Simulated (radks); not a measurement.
Values are calculated unless marked as measured or tabulated.
Problem. Species: K II. Configuration: [Ar] (the NIST ground configuration). Level of theory: non-relativistic Kohn-Sham, PBE, spin-polarised, spherical densities, point nucleus (a radial shooting solver on a logarithmic mesh with Libxc functionals). Some entries of the table are withheld. Estimate them.

| orbital | occ. | eigenvalue (eV) | <r^2> (bohr^2) | r(max) (bohr) |
|---|---|---|---|---|
| 1s | 2 | -3511.112 | (1) | 0.05352 |
| 2s | 2 | -356.6334 | 0.1802 | 0.3202 |
| 2p | 6 | -286.0734 | 0.1530 | 0.2635 |
| 3s | 2 | -41.1263 | 1.876 | (2) |
| 3p | 6 | -24.8964 | 2.417 | 1.157 |

Solution. 
(1) 1s <r^2> (bohr^2): 0.008932
(2) 3s r(max) (bohr): 1.083
